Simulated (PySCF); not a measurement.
## CsN from Hartree–Fock to correlated methods

State: ³Π (triplet), unpaired electrons σ ↑, π ↑. Set-up: basis Cs def2-TZVPP with ECP46, N def2-TZVPP; scalar-relativistic core potentials; PySCF 2.14. De refers to Cs + N in their high-spin ground configurations, without counterpoise correction. The functionals are run spin-unrestricted. A positive dipole means Cs(−)N(+).

```
      Level  Re (Å)  ωe (cm⁻¹)  De (eV)  μ (D)  CPU s a point (SCF and correlation, without the integrals)
        UHF   2.619        321    -0.59  -9.44                                                        0.63
    UHF-MP2   2.529        339     0.63    n/a                                                        0.93
UHF-SCS-MP2   2.545        335     0.73    n/a                                                         n/a
   UHF-CCSD   2.549        330     0.63    n/a                                                         n/a
UHF-CCSD(T)   2.541        331     0.72    n/a                                                          24
        PBE   2.510        328     1.43  -7.74                                                        0.78
       BLYP   2.558        315     1.39  -8.03                                                        0.49
     r²SCAN   2.526        332     1.18  -8.19                                                         1.2
      M06-L   2.557        335     1.61  -8.54                                                         1.2
       PBE0   2.506        340     1.16  -8.13                                                         1.2
        M06   2.541        331     1.33  -8.35                                                         1.7
    ωB97M-V   2.543        333     1.24  -8.61                                                         4.4
     B2PLYP   2.539        331     1.03  -8.65                                                         0.9
```

Question: Which functional lies closest to UHF-CCSD(T) in De, which farthest, and by how much do they differ from it?

Answer: Closest is B2PLYP (-0.2 pm in Re, +0.0 % in ωe, +0.31 eV in De against UHF-CCSD(T) in the same basis), farthest M06-L (+1.6 pm in Re, +1.2 % in ωe, +0.89 eV in De). CCSD(T) converges more slowly with the basis than the functionals do and binds too weakly in this one, so the order can change at the basis-set limit.

Question: What does a quarter of exact exchange do here, going from PBE to PBE0?

Answer: PBE0 less PBE: -0.4 pm in Re, +3.7 % in ωe, -0.27 eV in De. Exact exchange removes part of the self-interaction that spreads semilocal densities, and in most molecules shortens and stiffens the bond and lowers De; so it does here.

Question: What does the step from GGA to meta-GGA do here, going from PBE to r²SCAN?

Answer: r²SCAN less PBE: +1.6 pm in Re, +1.2 % in ωe, -0.25 eV in De. 

Correlated steps freeze 1 core orbital. Spin–orbit coupling is left out, which matters for elements this heavy, above all for dissociation energies. B2PLYP dipoles, levels and charges come from its SCF part alone. A negative De means that the minimum lies above the separated atoms at that level. The state is the lowest determinant that a PBE0 search found; another state may lie lower at other levels.

The whole job (state search and all levels along the bond) took about 6.6 min on 1 thread of Arm Neoverse V2 (shared host), peak memory 1.6 GiB.
